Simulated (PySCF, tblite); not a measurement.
A set of runs on `[H]/[C]=C\CB(C)N=C` [radical]; the geometry of each is named by its level. Settings lines and outputs come from a driver script.

C5H9BN (doublet state).
Atom-mapped SMILES: `[H]/[C:1]=[CH:2]\[CH2:3][B:4]([CH3:5])[N:6]=[CH2:7]` (hydrogens: H8 on C1; H9 on C2; H10, H11 on C3; H12, H13, H14 on C5; H15, H16 on C7)

Step 1: GFN2-xTB geometry optimisation, gas phase (tblite 0.8.0) (from a force-field or distance-geometry start)
```json
{"job": {"kind": "relax", "xc": "GFN2-xTB", "basis": "xTB"}, "charge": 0, "multiplicity": 2}
```
```
step      E/eV     max force
  0    -524.09553    3.381
  1    -524.49767    2.210
  2    -524.68212    2.343
...
 67    -525.30474    0.015
 68    -525.30478    0.020
 69    -525.30481    0.018
 70    -525.30484    0.011
 71    -525.30485    0.009
```

Energy lowered by 27.9 kcal/mol over 71 steps; largest atomic force 0.009 eV/Å at the end. «max force» is the largest atomic force in eV/Å.

Time: 0.38 s. Hardware: one thread, Arm Neoverse V1 (aarch64), no GPU, shared host.

Step 2: GFN2-xTB harmonic vibrations, gas phase (tblite 0.8.0) (on the GFN2-xTB geometry)
```json
{"job": {"kind": "ir", "xc": "GFN2-xTB", "basis": "xTB"}, "charge": 0, "multiplicity": 2}
```
```
(table of modes left out)
```

42 modes from 12 to 3185 cm⁻¹ (unscaled, harmonic); zero-point energy 78.8 kcal/mol; all wavenumbers are real at this level.

Time: 0.43 s wall. Hardware: an Arm Neoverse V1 with one thread, shared host.

Step 3: UKS B3LYP, pcH-1 on B C H N, non-relativistic, mean-field spin-orbit, GIAO (PySCF 2.14.0) (on the GFN2-xTB geometry)
```json
{"job": {"kind": "epr", "basis": "pcH-1"}, "charge": 0, "multiplicity": 2}
```
```
...
E = -275.49841776 Eh   <S^2> = 0.7588 (exact 0.7500)
g shifts (ppm)      1          2          3
  rmc          -146       -146       -146
  gc             32          6        -40
  oz_so        -521         30        540
  total        -636       -111        353
hyperfine (MHz)  atom isotope    a_iso     a_fc   dipolar eigenvalues
    0   13C     310.40     310.40    -81.03    -59.43    140.46
    1   13C     -14.82     -14.82    -18.97      2.07     16.91
    2   13C      74.92      74.92     -8.77     -7.75     16.52
    3   11B      -4.12      -4.12     -0.69      0.15      0.54
    4   13C       0.64       0.64     -0.26     -0.18      0.44
    5   14N       0.44       0.44     -0.29     -0.06      0.36
    6   13C      -0.14      -0.14     -0.32     -0.05      0.37
    7    1H      40.98      40.98    -32.20     -6.89     39.09
    8    1H     109.35     109.35     -6.43     -5.36     11.80
    9    1H      -8.97      -8.97     -4.50     -1.42      5.92
   10    1H      -5.17      -5.17     -6.36     -1.39      7.76
   11    1H       0.37       0.37     -0.54     -0.48      1.02
   12    1H      -0.10      -0.10     -1.21     -0.99      2.19
   13    1H       0.37       0.37     -0.70     -0.61      1.31
   14    1H       0.74       0.74     -0.40     -0.31      0.71
...
```

⟨S²⟩ 0.759; g_iso 2.0022. rmc, gc and oz_so are the mass-correction, gauge-correction and orbital-Zeeman/spin–orbit parts of the g shift along its three principal axes; a_iso is the isotropic hyperfine coupling and a_fc its Fermi-contact part. The log counts atoms from 0, this text from 1.

Time: 58 s wall (with the writing of density and orbital grids); peak memory 0.96 GiB. Hardware: an Arm Neoverse V1 with one thread, on a shared host.

Geometry of the electronic-property runs (GFN2-xTB):
```
atom  x, y, z in Å
C1    -2.4145   -0.9852    1.4335
C2    -1.4147   -1.1892    0.6452
C3    -1.0611   -0.3625   -0.5878
B4     0.3304    0.3972   -0.3313
C5     0.3522    1.9612   -0.0307
N6     1.4668   -0.3116   -0.3482
C7     2.5144   -0.9743   -0.3505
H8    -3.2190   -0.2946    1.5393
H9    -0.7258   -2.0086    0.8180
H10   -0.9873   -1.0523   -1.4303
H11   -1.8692    0.3391   -0.7914
H12    1.3434    2.3350    0.2112
H13   -0.3057    2.1931    0.8036
H14   -0.0131    2.5212   -0.8892
H15    3.1051   -1.1076   -1.2553
H16    2.8907   -1.4520    0.5525
```

 (This holds for the electronic-property runs.)

One conformer stands for the species.
